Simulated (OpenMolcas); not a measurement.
**Co I: effect of the active space**

```json
{"Program": "OpenMolcas 26.06", "Method": "CASSCF or its RAS form", "Basis": "ANO-RCC-VDZP", "Scalar Hamiltonian": "DKH2, point nucleus", "Spin-orbit coupling": "state interaction with AMFI integrals over the reference wave functions, term energies averaged over their components"}
```

A. 7 electrons in 5 orbitals (3d); 2S+1 = 4 even, 10 roots; 2S+1 = 2 even, 40 roots (35 in the spin-orbit step); cost about 9 core-seconds
B. 9 electrons in 6 orbitals (3d 4s); 2S+1 = 4 even, 20 roots; 2S+1 = 2 even, 40 roots; cost about 21 core-seconds
C. 9 electrons in 9 orbitals (RAS2 3d 4s; RAS3 4p, at most 2 electrons); 2S+1 = 4 even, 20 roots; 2S+1 = 2 even, 40 roots kept (CI in the orbitals of an earlier block); 2S+1 = 4 odd, 21 roots; 2S+1 = 6 odd, 27 roots kept (CI in the orbitals of an earlier block); 2S+1 = 2 odd, 21 roots kept (CI in the orbitals of an earlier block); cost about 2.8 core-minutes

Energies in cm-1 above 3d7 4s2 4F 9/2, the measured ground level; measured values from NIST Handbook of Basic Atomic Spectroscopic Data.

```csv
Level,A,B,C,Measured
3d7 4s2 4F 9/2,0.0,0.0,0.0,0.0
3d7 4s2 4F 7/2,829,781,773,816
3d7 4s2 4F 5/2,1441,1350,1344,1407
3d7 4s2 4F 3/2,1863,1736,1734,1809
3d7 4s2 2G 9/2,18594,14001,17602,
3d7 4s2 4P 5/2,18689,17815,17723,13795
3d7 4s2 4P 3/2,18965,17788,17978,14036
3d7 4s2 4P 1/2,19347,18330,18335,14399
3d7 4s2 2G 7/2,19380,14761,18349,
3d7 4s2 2P 3/2 [69 %],24600,20040,23166,
3d7 4s2 2H 11/2,24729,19982,23509,
3d7 4s2 2P 1/2,25421,20662,23927,
3d7 4s2 2H 9/2,25423,20648,24158,
3d7 4s2 2D 5/2,26771,21913,25274,
3d7 4s2 2D 3/2,27999,23093,26406,
```

Deviations, from unrounded energies. A percentage is the sum of absolute deviations over the sum of measured energies, with the sign that they share, or ± where signs differ.

```tsv
Against measurement	Levels	A	B	C
mean absolute deviation (cm-1)	6	2500	2000	2000
fine structure of the ground term (%)	3	+2.5	-4.1	-4.5
other terms of the ground configuration (%)	3	+35.0	+27.7	+28.0
```

B, C lie about equally close to measurement and A furthest from it. The largest miss of B in the table is 3d7 4s2 4P 5/2, by +4000 cm-1. The ranking rests on the paired levels alone, and a cruder setting can come out closer through cancelling errors.

The spin-orbit steps hold different terms of 3d7 4s2 (B lacks 2F; C lacks 2F), which shifts levels as well.

Among A to C the level of the table that moves most is 3d7 4s2 2D 3/2, by 4900 cm-1 (lowest in B, highest in A).

Without dynamic correlation excited terms often stand tens of per cent too high (terms of higher spin than the ground term too low), and those without a measured partner can miss by more than the paired ones. Some high roots are left out of the spin-orbit mixing, which shifts the levels that they would mix with (holds for A). With the s shell closed, the reference lacks s² → p², s² → d² and s → d mixing, so excited terms can stand far too high and out of order, with CASPT2 too (holds for A). Terms from blocks run as CI alone lack orbitals of their own (holds for C). Measured partners are found by configuration, term and J. A level has none where our copy of the source lacks it or the pairing is in doubt (some pairs that miss far off the trend of their configuration count as doubtful), and it then counts in no deviation. Levels of configurations outside the active space are missing. The table leaves out levels that lie high or whose names do not pair safely across all columns.

A share in square brackets marks a mixed level and gives the weight of the term that names it, the lowest over the columns.
